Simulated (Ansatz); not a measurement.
Reaction (cleavage of the Si–Sn bond): `[CH3][SnH2][SiH2]S` + `OCS` → `SCO[SiH2]S` + `[CH3][SnH3]`

Computed with Ansatz on PBE0-D4/def2-TZVP structures; ΔE is electronic, products minus reactants. CCSD(T)/CBS is the MP2 limit (def2-TZVPP, def2-QZVPP) plus CCSD(T) − MP2 in def2-TZVPP, frozen cores. DFT in def2-TZVPP. B3LYP here is the variant with VWN-RPA as its local correlation; programs differ in this. Elements past krypton have def2 core potentials. For Sn outer-core shells are correlated without core-valence functions, which leaves a few kJ/mol of doubt a bond. Each species was taken in one conformer, which may not be the lowest.

Question: Is it downhill or uphill in electronic energy at CCSD(T)/CBS, and by how much? (An estimate is asked.)

Answer: Ansatz gave: Downhill: ΔE = -0.80 eV.

Question: What do these levels give: B3LYP-D4, B2PLYP, HF/def2-TZVPP, SCS-MP2/def2-TZVPP, CCSD(T)/def2-TZVPP, SCS-MP2/def2-QZVPP? (Best estimate.)

Answer: Computed: B3LYP-D4 -0.87, B2PLYP -0.88, HF/def2-TZVPP -0.98, SCS-MP2/def2-TZVPP -0.92, CCSD(T)/def2-TZVPP -0.87, SCS-MP2/def2-QZVPP -0.88 eV.

Largest T1 diagnostic among the species: 0.012.

From PBE to PBE0 (25 % exact exchange), in def2-TZVPP and without D4, ΔE moves by −0.04 eV. The D4 term adds −0.04 eV with B3LYP and −0.02 eV with PBE0; it sums over pairs of atoms, weighted by their polarisabilities, and B3LYP, whose exchange is more repulsive, gets the larger term.
